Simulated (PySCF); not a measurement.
C2H5FO2Si, SMILES O([Si@H](C)F)C=O.

The structure is a stationary point at B3LYP-D3(BJ)/def2-SVP. The structure was generated by enumeration; whether it is a known compound was not checked. One conformer was computed; it need not be the lowest.

Computed with PySCF with B3LYP-D3(BJ)/def2-SVP.

Frequencies are harmonic and unscaled.

| mode | ν (cm⁻¹) | IR (km/mol) | moving atoms (share of kinetic energy) |
|---|---|---|---|
| 1 | 73 | 3.1 | O 61 %, F 15 %, C 10 %, H 9 % |
| 2 | 127 | 6.4 | O 58 %, C 18 %, H 11 % |
| 3 | 152 | 0.5 | H 94 % |
| 4 | 181 | 4.8 | C 36 %, H 33 %, O 17 %, Si 11 % |
| 5 | 236 | 2.1 | F 31 %, H 27 %, C 20 %, Si 12 %, O 11 % |
| 6 | 256 | 9.9 | F 45 %, O 21 %, Si 15 %, C 12 % |
| 7 | 331 | 32.9 | O 28 %, H 28 %, Si 25 %, C 10 %, F 10 % |
| 8 | 646 | 10.9 | C 36 %, H 30 %, O 18 %, Si 10 % |
| 9 | 718 | 12.7 | H 40 %, C 23 %, O 19 %, Si 18 % |
| 10 | 751 | 20.6 | H 76 %, C 15 % |
| 11 | 776 | 75.9 | O 39 %, H 30 %, C 17 %, Si 13 % |
| 12 | 789 | 113.0 | O 40 %, H 23 %, Si 20 %, C 16 % |
| 13 | 857 | 17.6 | H 52 %, F 32 %, Si 9 % |
| 14 | 894 | 216.6 | H 72 %, Si 14 %, C 10 % |
| 15 | 956 | 224.1 | Si 40 %, H 31 %, F 22 % |
| 16 | 1050 | 0.2 | H 56 %, C 38 % |
| 17 | 1245 | 404.4 | O 48 %, C 45 % |
| 18 | 1278 | 53.8 | H 76 %, C 23 % |
| 19 | 1395 | 3.7 | H 87 % |
| 20 | 1424 | 5.0 | H 96 % |
| 21 | 1435 | 6.0 | H 96 % |
| 22 | 1820 | 268.3 | C 59 %, O 38 % |
| 23 | 2296 | 110.7 | H 97 % |
| 24 | 3038 | 0.4 | H 97 % |
| 25 | 3039 | 68.3 | H 92 %, C 8 % |
| 26 | 3132 | 1.6 | H 91 %, C 9 % |
| 27 | 3143 | 0.3 | H 91 %, C 9 % |
